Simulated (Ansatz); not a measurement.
CH₃ClF₂Ge, SMILES `[CH3][Ge]([F])([F])[Cl]`, relaxed with RKS PBE0-D4/def2-TZVP in Ansatz 0.2.0 from a PBE-D4/def2-SVP geometry. The force threshold is 0.005 eV/Å; the program also tests the step.

Charge 0, multiplicity 1.

Start:

```xyz
8

C    -0.965   -0.284   -0.449
Ge    0.707    0.267    0.349
F     1.394    1.640   -0.480
F     0.488    0.817    1.989
Cl    2.206   -1.275    0.386
H    -1.680    0.560   -0.413
H    -0.784   -0.581   -1.499
H    -1.366   -1.145    0.117
```

Task: How much energy does the relaxation release, and in how many steps? (An estimate is asked.)

Result: Ansatz gave: 4.50 kJ/mol, in 4 steps.

Task: Which bonds change most? (An estimate is asked.)

Result: Ansatz gave: Ge2–Cl5 from 2.151 to 2.120 Å; Ge2–F3 from 1.744 to 1.719 Å; Ge2–F4 from 1.744 to 1.719 Å; C1–Ge2 from 1.933 to 1.916 Å.

Task: Give the relaxed structure. (An estimate is asked.)

Result: Ansatz gave: 
```xyz
8

C    -0.959   -0.281   -0.446
Ge    0.702    0.257    0.343
F     1.377    1.611   -0.473
F     0.485    0.798    1.961
Cl    2.201   -1.242    0.392
H    -1.655    0.556   -0.408
H    -0.787   -0.574   -1.481
H    -1.365   -1.125    0.111
```
